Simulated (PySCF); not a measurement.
Job for PySCF: R-M06-2X/def2-TZVPPD on AsH3 (SMILES [AsH3]) with ghost functions.

```python
from pyscf import gto, dft

mol = gto.M(
    atom='''
    As    0.37495410   -0.17239571    2.68248411
    H    -0.74710526   -0.56229442    3.61428149
    H     0.84764340    1.06376583    3.40895728
    H     1.42331354   -1.13762316    3.18106561
    ghost-B   -0.00516141   -0.05976899    0.62956386
    ghost-H   -0.86617620    0.77755847    0.57872414
    ghost-H   -0.35291625   -1.18244247    0.37704423
    ghost-H    1.06645547    0.26575107    0.19284969
    ''',
    basis='def2-tzvppd',
    charge=0, spin=0, verbose=4, max_memory=1800)
mf = dft.RKS(mol, xc='m062x').density_fit(auxbasis='def2-universal-jkfit')
mf.grids.level = 4
mf.conv_tol = 1e-9
mf.max_cycle = 150
mf.kernel()
mf.dip_moment()
```

It printed:

```
PySCF version 2.14.0

[INPUT] verbose = 4
[INPUT] num. atoms = 8
[INPUT] num. electrons = 36
[INPUT] charge = 0
[INPUT] spin (= nelec alpha-beta = 2S) = 0
[INPUT] symmetry False subgroup None
[INPUT] Mole.unit = angstrom
[INPUT] Symbol           X                Y                Z      unit          X                Y                Z       unit  Magmom
[INPUT]  1 As     0.374954100000  -0.172395710000   2.682484110000 AA    0.708560558283  -0.325780676950   5.069160301398 Bohr   0.0
[INPUT]  2 H     -0.747105260000  -0.562294420000   3.614281490000 AA   -1.411824327622  -1.062582455171   6.830002153185 Bohr   0.0
[INPUT]  3 H      0.847643400000   1.063765830000   3.408957280000 AA    1.601813877295   2.010226079371   6.441995629542 Bohr   0.0
[INPUT]  4 H      1.423313540000  -1.137623160000   3.181065610000 AA    2.689672779985  -2.149796205362   6.011342787172 Bohr   0.0
[INPUT]  5 GHOST-B  -0.005161410000  -0.059768990000   0.629563860000 AA   -0.009753651317  -0.112947021842   1.189703273324 Bohr   0.0
[INPUT]  6 GHOST-H  -0.866176200000   0.777558470000   0.578724140000 AA   -1.636835793616   1.469372554136   1.093630126274 Bohr   0.0
[INPUT]  7 GHOST-H  -0.352916250000  -1.182442470000   0.377044230000 AA   -0.666915057409  -2.234492426354   0.712510331548 Bohr   0.0
[INPUT]  8 GHOST-H   1.066455470000   0.265751070000   0.192849690000 AA    2.015308762344   0.502196739610   0.364433097307 Bohr   0.0

nuclear repulsion = 35.3947469101936
number of shells = 73
number of NR pGTOs = 275
number of NR cGTOs = 193
basis = def2-tzvppd
ecp = {}


******** <class 'pyscf.df.df_jk.DFRKS'> ********
method = DFRKS
initial guess = minao
damping factor = 0
level_shift factor = 0
DIIS = <class 'pyscf.scf.diis.CDIIS'>
diis_start_cycle = 1
diis_space = 8
diis_damp = 0
SCF conv_tol = 1e-09
SCF conv_tol_grad = None
SCF max_cycles = 150
direct_scf = False
XC library pyscf.dft.libxc version 7.1.2
    S. Lehtola, C. Steigemann, M. J. T. Oliveira, and M. A. L. Marques,  SoftwareX 7, 1–5 (2018)
XC functionals = m062x
    Y. Zhao and D. G. Truhlar,  Theor. Chem. Acc. 120, 215 (2008)
    Y. Zhao and D. G. Truhlar,  Theor. Chem. Acc. 120, 215 (2008)
radial grids:
    Treutler-Ahlrichs [JCP 102, 346 (1995); DOI:10.1063/1.469408] (M4) radial grids

becke partition: Becke, JCP 88, 2547 (1988); DOI:10.1063/1.454033
pruning grids: <function nwchem_prune>
grids dens level: 4
symmetrized grids: False
atomic radii adjust function: <function treutler_atomic_radii_adjust>
small_rho_cutoff = 0
Set gradient conv threshold to 3.16228e-05
Initial guess from minao.
tot grids = 152544
******** <class 'pyscf.df.df.DF'> ********
auxbasis = def2-universal-jkfit
init E= -2236.74995233512
  HOMO = -0.290203784045602  LUMO = -0.00693738909442165  gap/eV = 7.70807
cycle= 1 E= -2237.65282597383  delta_E= -0.903  |g|= 0.229  |ddm|= 1.98
  HOMO = -0.307378638474603  LUMO = 0.00489422231602699  gap/eV = 8.49738
cycle= 2 E= -2237.65873925581  delta_E= -0.00591  |g|= 0.16  |ddm|= 0.294
  HOMO = -0.309480938335042  LUMO = 0.00491760461594355  gap/eV = 8.55522
cycle= 3 E= -2237.66055021556  delta_E= -0.00181  |g|= 0.0147  |ddm|= 0.0916
  HOMO = -0.312113027370344  LUMO = 0.00471427677727701  gap/eV = 8.62131
cycle= 4 E= -2237.66061296283  delta_E= -6.27e-05  |g|= 0.00652  |ddm|= 0.0304
  HOMO = -0.31062143912937  LUMO = 0.00497600343399022  gap/eV = 8.58784
cycle= 5 E= -2237.66062507921  delta_E= -1.21e-05  |g|= 0.00128  |ddm|= 0.00885
  HOMO = -0.31081234061746  LUMO = 0.00494392399409201  gap/eV = 8.59217
cycle= 6 E= -2237.66062563668  delta_E= -5.57e-07  |g|= 0.000134  |ddm|= 0.00292
  HOMO = -0.310830472343099  LUMO = 0.00494217289647582  gap/eV = 8.59261
cycle= 7 E= -2237.66062564682  delta_E= -1.01e-08  |g|= 2.69e-05  |ddm|= 0.000574
  HOMO = -0.310826273785146  LUMO = 0.00494270675457851  gap/eV = 8.59251
cycle= 8 E= -2237.66062564703  delta_E= -2.08e-10  |g|= 4.75e-06  |ddm|= 5.25e-05
  HOMO = -0.310828160704624  LUMO = 0.00494239702390045  gap/eV = 8.59255
Extra cycle  E= -2237.66062564704  delta_E= -1e-11  |g|= 3.39e-06  |ddm|= 1.78e-05
converged SCF energy = -2237.66062564704
Dipole moment(X, Y, Z, Debye):  0.09904, -0.02954,  0.53540
```

Self-consistency was reached.

Cost: about 30 core-seconds (a rough figure).
